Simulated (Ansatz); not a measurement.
Basis-set extrapolation for C₂H₉BSSi, SMILES `CCBS[SiH3]` (PBE0-D4/def2-TZVP geometry, frozen core, the Gaussian-basis code of Ansatz). Multiplicity 1, RHF reference.

```
                      def2-TZVPP   def2-QZVPP
                 HF  -792.234621  -792.259671
    MP2 correlation    -0.757586    -0.810935
CCSD(T) correlation    -0.861260      not run
```

Energies in hartree. Use E(X) = E(∞) + A·exp(−7.88·√X) for Hartree–Fock and E(X) = E(∞) + B·X^(−2.97) for correlation, with X = 3 and 4, and add CCSD(T) minus MP2 of the smaller set to the MP2 limit.

Problem. What is the CCSD(T) energy at the basis-set limit?

Solution. HF limit: -792.259671 + (-0.025050) × 0.13774 = -792.26312. MP2 limit: -0.810935 + (-0.053349) × 0.74074 = -0.85045. Higher-order term: -0.861260 − (-0.757586) = -0.10367. Total: -793.21724 hartree, 318.6 kJ/mol below CCSD(T)/def2-TZVPP.
